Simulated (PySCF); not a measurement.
Radial density of Te²⁵⁺ (tellurium, charge +25)

MN15, [Ar] 3d9, 2D determinant. All numbers are calculated (PySCF 2.14, the spin-free X2C one-electron Hamiltonian (Gaussian nucleus), in an uncontracted even-tempered set (19 s from 2.9 bohr⁻², ratio 2.5; 13 p from 3.8 bohr⁻², ratio 2.5; 8 d from 3.8 bohr⁻², ratio 2.5; 4 f from 19 bohr⁻², ratio 2.7; 3 g from 29 bohr⁻², ratio 2.7)).

```
r (bohr)  4πr²ρ (e/bohr)  4πr²(ρα − ρβ)
  0.0213           66.93        -0.0003
  0.0358           58.19         0.0105
  0.0601           72.75         0.1433
   0.101           80.89         0.9653
   0.170           56.70         3.0480
   0.286           61.81         3.2586
   0.481           14.91         0.7344
   0.810          0.1760         0.0105
    1.36       7.386e-05         0.0000
```

Densities and radii are taken from the X2C orbitals without a picture-change correction, which distorts them close to the nucleus.

Spin-orbit coupling, absent here, splits the open shell strongly.
